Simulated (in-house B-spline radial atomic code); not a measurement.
Results of a calculation; reference values are marked as such.
# Correlation energy from the adiabatic connection: −V exp(−r²/w²), V = 23.3, w = 10.1

Two electrons in a singlet, external potential −V exp(−r²/w²), V = 23.3, w = 10.1 (atomic units). Full CI in B-splines (partial waves to l = 8, correlation up to 0.6 % small) with the density held fixed gives W(λ) = <V_ee>_λ − U, and E_c is the integral of W(λ) − W(0) from 0 to 1.

| λ | W(λ) − W(0) (hartree) |
| --- | --- |
| 0 | 0.00000 |
| 0.02 | -0.00200 |
| 0.05 | -0.00493 |
| 0.12 | -0.01152 |
| 0.25 | -0.02285 |
| 0.4 | -0.03459 |
| 0.6 | -0.04837 |
| 0.8 | -0.06034 |
| 1 | -0.07080 |

Q: Integrate the table by the trapezoid rule.

A: The strips give -0.00002, -0.00010, -0.00058, -0.00223, -0.00431, -0.00830, -0.01087, -0.01311, which sum to -0.03952 hartree. The direct value, W(1) − W(0) + T_c with T_c = 0.03116, is -0.03964; the curve is convex, so chords lie above it and the trapezoids fall short in size by 0.29 %.

Q: Now use only three numbers: W(0) = -0.59971, the initial slope W'(0) = -0.1006 (extrapolated from the first points) and the strong-coupling limit of the point-charge-plus-continuum model, W∞ = -0.81825. What do second-order theory and the interpolation W(λ) = W∞ + (W(0) − W∞)/√(1 + 2χλ) of Seidl, Perdew and Levy give?

A: Second order keeps the slope alone: E_c = W'(0)/2 = -0.05030, +27 % in size against -0.03964. Matching the slope fixes χ = W'(0)/(W∞ − W(0)) = -0.1006/(-0.21854) = 0.46033. Integrating, with s = √(1 + 2χ) = 1.385877, E_c = −(W(0) − W∞)(s − 1)/(s + 1) = −0.21854 × 0.385877/2.385877 = -0.03535 hartree, -10.8 % in size against the full result. At λ = 1 the formula gives W − W(0) = -0.06085 against -0.07080. Part of the miss can come from the model's W∞.
